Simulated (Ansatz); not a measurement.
Method: PBE-D3(BJ)/def2-TZVP (Ansatz, a quantum-chemistry and plane-wave program). No frequencies were computed at this level.

Ansatz 0.2 input:
```yaml
crystal:
  periodic: [false, false, false]
  atoms:
    - { symbol: O, position_ang: [1.20249, 0.067803, 0.386834] }
    - { symbol: Si, position_ang: [-0.347327, 0.005598, 0.046113] }
    - { symbol: F, position_ang: [-0.803289, -1.369513, -0.58576] }
    - { symbol: F, position_ang: [-0.815867, 1.111325, -0.981472] }
    - { symbol: F, position_ang: [-1.140547, 0.215214, 1.385466] }
    - { symbol: H, position_ang: [1.904541, -0.030427, -0.25118] }
basis:
  gaussian: { orbitals: def2-tzvp }
hamiltonian:
  xc: pbe
  dispersion: d3bj
relax:
  max_steps: 150
```

Output:

```
Functional definition: PBE
915 factors; their error is unknown
mean field evaluation 1: about -18080.4877 eV, gradient 8.1e1 eV
mean field evaluation 2: about -18054.6689 eV, gradient 1.5e2 eV
mean field evaluation 4: about -18089.4918 eV, gradient 9.9e0 eV
mean field evaluation 8: about -18089.6236 eV, gradient 1.1e-1 eV
mean field evaluation 16: about -18089.6131 eV, gradient 6.3e-5 eV
mean field -18089.61314687 eV, -664.7810215673 hartree, gradient 6.3e-5 eV, S^2 0.000000; 0 other end points of the search recorded, 0 dependent functions left out
reference -18089.61317740 eV, -664.7810226893 hartree; 25, 25 occupied and 142, 142 virtual orbitals, 915 factors
relax step   1: F+E_penalty+E_count = -18089.69777508 eV  Δ(F+E_penalty+E_count) = +0.000e0 eV  max|allowed force component| = 7.600e-1 eV/Å  Δτ_max = 0.0000 Å  (26 SCF iters, accepted)
these checks for a lower state are left out or cut short: starts, cluster_reference, orbital_swaps, neighbouring_geometries, increment
915 factors; their error is unknown
mean field -18089.63506147 eV, -664.7818269140 hartree, gradient 8.8e-6 eV, S^2 0.000000; 0 other end points of the search recorded, 0 dependent functions left out
reference -18089.63509207 eV, -664.7818280386 hartree; 25, 25 occupied and 142, 142 virtual orbitals, 915 factors
relax step   2: F+E_penalty+E_count = -18089.71951311 eV  Δ(F+E_penalty+E_count) = -2.174e-2 eV  max|allowed force component| = 5.298e-1 eV/Å  Δτ_max = 0.0095 Å  (30 SCF iters, accepted)
these checks for a lower state are left out or cut short: starts, cluster_reference, orbital_swaps, neighbouring_geometries, increment
915 factors; their error is unknown
mean field -18089.64843041 eV, -664.7823182136 hartree, gradient 8.9e-6 eV, S^2 0.000000; 0 other end points of the search recorded, 0 dependent functions left out
reference -18089.64846108 eV, -664.7823193405 hartree; 25, 25 occupied and 142, 142 virtual orbitals, 915 factors
relax step   3: F+E_penalty+E_count = -18089.73269844 eV  Δ(F+E_penalty+E_count) = -1.319e-2 eV  max|allowed force component| = 1.426e-1 eV/Å  Δτ_max = 0.0138 Å  (30 SCF iters, accepted)
these checks for a lower state are left out or cut short: starts, cluster_reference, orbital_swaps, neighbouring_geometries, increment
915 factors; their error is unknown
mean field evaluation 32: about -18089.6527 eV, gradient 2.0e0 eV
mean field -18089.65309244 eV, -664.7824895399 hartree, gradient 9.1e-6 eV, S^2 0.000000; 0 other end points of the search recorded, 0 dependent functions left out
reference -18089.65312312 eV, -664.7824906675 hartree; 25, 25 occupied and 142, 142 virtual orbitals, 915 factors
relax step   4: F+E_penalty+E_count = -18089.73752781 eV  Δ(F+E_penalty+E_count) = -4.829e-3 eV  max|allowed force component| = 7.828e-2 eV/Å  Δτ_max = 0.0369 Å  (29 SCF iters, accepted)
these checks for a lower state are left out or cut short: starts, cluster_reference, orbital_swaps, neighbouring_geometries, increment
915 factors; their error is unknown
mean field -18089.65331642 eV, -664.7824977709 hartree, gradient 9.2e-6 eV, S^2 0.000000; 0 other end points of the search recorded, 0 dependent functions left out
reference -18089.65334709 eV, -664.7824988982 hartree; 25, 25 occupied and 142, 142 virtual orbitals, 915 factors
relax step   5: F+E_penalty+E_count = -18089.73780268 eV  Δ(F+E_penalty+E_count) = -2.749e-4 eV  max|allowed force component| = 1.006e-1 eV/Å  Δτ_max = 0.0089 Å  (29 SCF iters, accepted)
these checks for a lower state are left out or cut short: starts, cluster_reference, orbital_swaps, neighbouring_geometries, increment
915 factors; their error is unknown
mean field -18089.65350189 eV, -664.7825045868 hartree, gradient 9.2e-6 eV, S^2 0.000000; 0 other end points of the search recorded, 0 dependent functions left out
reference -18089.65353256 eV, -664.7825057140 hartree; 25, 25 occupied and 142, 142 virtual orbitals, 915 factors
relax step   6: F+E_penalty+E_count = -18089.73800423 eV  Δ(F+E_penalty+E_count) = -2.015e-4 eV  max|allowed force component| = 1.536e-2 eV/Å  Δτ_max = 0.0041 Å  (30 SCF iters, accepted)
these checks for a lower state are left out or cut short: starts, cluster_reference, orbital_swaps, neighbouring_geometries, increment
915 factors; their error is unknown
mean field -18089.65350812 eV, -664.7825048158 hartree, gradient 2.2e-5 eV, S^2 0.000000; 0 other end points of the search recorded, 0 dependent functions left out
reference -18089.65353879 eV, -664.7825059431 hartree; 25, 25 occupied and 142, 142 virtual orbitals, 915 factors
relax step   7: F+E_penalty+E_count = -18089.73800948 eV  Δ(F+E_penalty+E_count) = -5.251e-6 eV  max|allowed force component| = 1.592e-4 eV/Å  Δτ_max = 0.0005 Å  (21 SCF iters, accepted)
915 factors; their error is unknown
mean field evaluation 64: about -18089.5205 eV, gradient 1.0e1 eV
mean field -18089.65350812 eV, -664.7825048158 hartree, gradient 2.2e-5 eV, S^2 0.000000; 1 other end points of the search recorded, 0 dependent functions left out
reference -18089.65353879 eV, -664.7825059431 hartree; 25, 25 occupied and 142, 142 virtual orbitals, 915 factors
Total energy: -18089.73804015 eV, -664.7856113108 hartree
Atom 0 at     1.220737     0.072960     0.418619 Å, force     0.000095    -0.000010    -0.000065 eV/Å
Atom 1 at    -0.357814     0.006237     0.050463 Å, force     0.000025     0.000015     0.000091 eV/Å
Atom 2 at    -0.777966    -1.390523    -0.585394 Å, force    -0.000056    -0.000104     0.000082 eV/Å
Atom 3 at    -0.790747     1.131654    -0.987702 Å, force    -0.000057     0.000123     0.000046 eV/Å
Atom 4 at    -1.162261     0.217071     1.397793 Å, force    -0.000089    -0.000026    -0.000159 eV/Å
Atom 5 at     1.868053    -0.037399    -0.293777 Å, force     0.000081     0.000002     0.000005 eV/Å
Dipole moment:     0.386438    -0.031786    -0.211536 e Å
```

Cost: roughly 24 core-seconds.
